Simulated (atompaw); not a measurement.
**u(r) = r·R(r): atom against pseudo-atom (sulfur (S))**

Columns: radius, all-electron u(r) and pseudo u(r) of the 3p shell (level -7.01 eV) of sulfur in the configuration [Ne] 3s2 3p4; PBE, scalar-relativistic, PAW (atompaw) scheme, atompaw 4.2.0.5.

```tsv
r (bohr)	all-electron	pseudo
0.046	-0.0518	0.0013
0.092	-0.1452	0.0054
0.138	-0.2312	0.0124
0.185	-0.2931	0.0227
0.231	-0.3244	0.0361
0.277	-0.3289	0.0527
0.323	-0.3108	0.0721
0.369	-0.2751	0.0939
0.415	-0.2264	0.1177
0.462	-0.1673	0.1437
0.508	-0.1038	0.1704
0.554	-0.0372	0.1986
0.600	0.0303	0.2285
0.646	0.0972	0.2603
0.692	0.1623	0.2941
0.738	0.2247	0.3292
0.785	0.2850	0.3654
0.831	0.3404	0.3999
0.877	0.3917	0.4325
0.923	0.4391	0.4633
0.969	0.4825	0.4937
1.015	0.5220	0.5251
1.062	0.5583	0.5585
1.108	0.5900	0.5900
1.154	0.6179	0.6179
1.200	0.6422	0.6422
```

Task: How many radial nodes do the two functions have?

Result: The all-electron 3p function has n − l − 1 = 1; the pseudo-wave has 0, since the states of the same l below it are removed with the core.

Task: At about which radius was the pseudo-wave matched?

Result: 1.10 bohr, where the columns begin to agree (steps of 0.05 bohr).

Task: Is the pseudo-wave norm-conserving?

Result: No, it belongs to a PAW set: the norm inside the radius is not constrained, and the difference is carried by the augmentation charge.
